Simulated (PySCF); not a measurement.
**Excitation energy of Cr(2+) by level of theory**

Cr(2+) [Ar] 3d4 (5D) → Cr(2+) [Ar] 3d3 4s1 (5F), as a difference of total energies. All numbers are calculated (PySCF 2.14, scalar relativity by spin-free X2C-1e, in x2c-QZVPPall (11s7p5d3f2g, 96 functions)). Correlated levels: valence and next inner shell: [Ne] frozen. The calculations carry no spin-orbit coupling.

```json
{"method": "UHF", "excitation energy (eV)": "5.560"}
{"method": "MP2 (valence and next inner shell)", "excitation energy (eV)": "6.201"}
{"method": "SCS-MP2 (valence and next inner shell)", "excitation energy (eV)": "5.941"}
{"method": "CCSD (valence and next inner shell)", "excitation energy (eV)": "5.999"}
{"method": "CCSD(T) (valence and next inner shell)", "excitation energy (eV)": "6.004"}
```

Task: How much does correlation contribute at CCSD(T) (valence and next inner shell)?

Result: 6.004 − (5.560) = 0.444 eV, measured against UHF.

The basis was made for the ground configuration and has no added diffuse functions, so the excitation energy can come out too high.
